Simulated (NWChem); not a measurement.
# C3H9B; SMILES BC(C)C

```xyz
13

B      0.0050     1.6161     0.0882
H     -1.0232     2.2270     0.1783
H      1.0370     2.2205     0.1786
C      0.0003     0.0959    -0.2664
C     -1.2797    -0.6784     0.0999
C      1.2755    -0.6863     0.0996
H      0.0005     0.2203    -1.3770
H     -1.2874    -1.6809    -0.3465
H     -1.3581    -0.8071     1.1868
H     -2.1796    -0.1503    -0.2340
H      2.1786    -0.1637    -0.2344
H      1.2770    -1.6887    -0.3469
H      1.3533    -0.8156     1.1864
```
Atoms are numbered in this order, from 1.

All runs use the structure optimised with B3LYP/6-31G* (spherical d).

Question: Give the principal values of the shielding tensors (ppm) of B1, C4, C5 from Hartree-Fock/6-31G* (spherical d), GIAO (NWChem), with their diamagnetic and paramagnetic parts as GIAO splits them.

Answer: 
| atom | σ11 | σ22 | σ33 | isotropic | diamagnetic | paramagnetic |
|---|---|---|---|---|---|---|
| B1 | -13.1 | 22.4 | 128.9 | 46.1 | 193.1 | -147.1 |
| C4 | 147.0 | 170.4 | 197.4 | 171.6 | 244.7 | -73.1 |
| C5 | 163.6 | 181.3 | 196.6 | 180.5 | 248.0 | -67.5 |
